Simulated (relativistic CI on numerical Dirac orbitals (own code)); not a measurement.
d6 in a ligand field

Computed with a parametric ligand-field model of a d^n configuration (Racah B and C, spin-orbit zeta, crystal field), exact diagonalisation.

Field parameters in Wybourne normalisation: Oh B⁴₀ = 21Dq, B⁴₄ = √(5/14) B⁴₀. The field is a parameter set, without covalency.

**Question.** Ground term and bands for B = 910, C = 4440, ζ = 0 cm⁻¹, Oh, 10Dq = 4350 cm⁻¹?

**Answer.** Ground term 5T2 with 2.00 electrons in the two orbitals of the cubic e set. Spin-allowed: 5E 4350 cm⁻¹ (2299 nm). Lowest spin-forbidden: 3T1 19113 cm⁻¹ (523 nm), 3T2 20852 cm⁻¹ (480 nm), 3T1 22468 cm⁻¹ (445 nm).

**Question.** Ground term and bands for B = 700, C = 2560, ζ = 0 cm⁻¹, Oh, 10Dq = 10250 cm⁻¹?

**Answer.** Ground term 5T2 with 2.00 electrons in the two orbitals of the cubic e set. Spin-allowed: 5E 10250 cm⁻¹ (976 nm). Lowest spin-forbidden: 1A1 1491 cm⁻¹, 3T1 4681 cm⁻¹ (2136 nm), 3T2 8178 cm⁻¹ (1223 nm).

**Question.** A d6 ion in Oh symmetry has the ground term 1A1 and bands at 5T2 5453 cm⁻¹ (1834 nm), 3T1 7628 cm⁻¹ (1311 nm), 3T2 12062 cm⁻¹ (829 nm), 1T1 14764 cm⁻¹ (677 nm), 1T2 23706 cm⁻¹ (422 nm), 1E 31193 cm⁻¹ (321 nm), 1T2 31272 cm⁻¹ (320 nm). Which parameters reproduce them?

**Answer.** B = 770, C = 3270, ζ = 0 cm⁻¹, Oh, 10Dq = 16650 cm⁻¹.

**Question.** A d6 ion in Oh symmetry has the ground term 1A1 and bands at 3T1 22686 cm⁻¹ (441 nm), 3T2 28181 cm⁻¹ (355 nm), 1T1 30433 cm⁻¹ (329 nm), 5T2 34361 cm⁻¹ (291 nm), 1T2 41546 cm⁻¹ (241 nm), 1T2 62328 cm⁻¹ (160 nm), 1E 62901 cm⁻¹ (159 nm). Which parameters reproduce them?

**Answer.** B = 810, C = 3650, ζ = 0 cm⁻¹, Oh, 10Dq = 32950 cm⁻¹.

**Question.** Ground term and bands for B = 620, C = 2690, ζ = 0 cm⁻¹, Oh, 10Dq = 21800 cm⁻¹?

**Answer.** Ground term 1A1 with 0.04 electrons in the two orbitals of the cubic e set. Spin-allowed: 1T1 20011 cm⁻¹ (500 nm), 1T2 28296 cm⁻¹ (353 nm), 1T2 41173 cm⁻¹ (243 nm), 1E 41486 cm⁻¹ (241 nm). Lowest spin-forbidden: 3T1 14257 cm⁻¹ (701 nm), 3T2 18351 cm⁻¹ (545 nm), 5T2 20349 cm⁻¹ (491 nm).
